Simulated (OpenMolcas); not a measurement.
# V3+: effect of the IPEA shift

```
Program             : OpenMolcas 26.06
Basis               : ANO-R1 [5s3p3d1f]
Scalar Hamiltonian  : X2C, finite nucleus
Active space        : 2 electrons in 5 orbitals (3d)
State averaging     : 2S+1 = 3 even, 10 roots; 2S+1 = 1 even, 15 roots
Spin-orbit coupling : RASSI with atomic mean-field integrals over the reference wave functions, term energies averaged over their components
```

Methods on the same reference wave functions:
A. CASSCF
B. SS-CASPT2, IPEA 0 Eh, imaginary shift 0.1 Eh (closed shells correlated: 3s 3p)
C. SS-CASPT2, IPEA 0.25 Eh, imaginary shift 0.1 Eh (closed shells correlated: 3s 3p)

Energies in cm⁻¹ above 3d² ³F₂, the measured ground level; measured values from Sugar and Corliss, J. Phys. Chem. Ref. Data 7, 1191 (1978).

| Level | A | B | C | Measured |
| --- | --- | --- | --- | --- |
| 3d² ³F₂ | 0.0 | 0.0 | 0.0 | 0.0 |
| 3d² ³F₃ | 328 | 330 | 330 | 325 |
| 3d² ³F₄ | 754 | 755 | 755 | 735 |
| 3d² ¹D₂ | 14005 | 11230 | 11190 | 10959 |
| 3d² ³P₀ | 16566 | 13720 | 14000 |  |
| 3d² ³P₁ | 16681 | 13830 | 14110 | 13239 |
| 3d² ³P₂ | 16927 | 14080 | 14360 | 13458 |
| 3d² ¹G₄ | 21534 | 19700 | 19590 | 18391 |
| 3d² ¹S₀ | 52283 | 44100 | 44090 | 42462 |

Deviations, from unrounded energies. A percentage is the sum of absolute deviations over the sum of measured energies, with the sign that they share, or ± where signs differ.

```json
{"Against measurement": "mean absolute deviation (cm-1)", "Levels": "7", "A": "3300", "B": "640", "C": "690"}
{"Against measurement": "fine structure of the ground term (%)", "Levels": "2", "A": "+2.1", "B": "+2.4", "C": "+2.4"}
{"Against measurement": "other terms of the ground configuration (%)", "Levels": "5", "A": "+23.3", "B": "+4.5", "C": "+4.9"}
```

B lies closest to measurement on these levels and A furthest from it. The largest miss of B in the table is 3d² ¹S₀, by +1600 cm-1. The ranking rests on the paired levels alone, and a cruder setting can come out closer through cancelling errors.

Between B and C the level of the table that moves most is 3d² ³P₁, by 280 cm-1 (lowest in B, highest in C). Moves below CASPT2's spread within the term are not significant.

The mean deviations of B to C differ by less than CASPT2's widest spread within a term (790 cm-1), so their order carries little weight.

From A to B the spin-free energies of the other terms of 3d² shown, above ³F, scale by factors of 0.80 to 0.91, as is usual when dynamic correlation screens the repulsion within a d or f shell.

The lowest spin-free term lies below A's lowest term by 0.210 hartree in B, 0.206 hartree in C.

Term energies are means over components that CASPT2 splits; among the terms shown or strongly mixed into the levels shown the widest spread is 790 cm-1 (3d² ¹G, B). The basis is small and was not contracted for so high a charge. Without dynamic correlation excited terms often stand tens of per cent too high (terms of higher spin than the ground term too low), and those without a measured partner can miss by more than the paired ones (holds for A). Computed and measured levels are paired by configuration, term and J; levels that our copy of the source lacks, or whose pairing is in doubt (as where it misses far off the trend of its configuration), stay unpaired and out of the deviations. Levels of configurations outside the active space are missing.
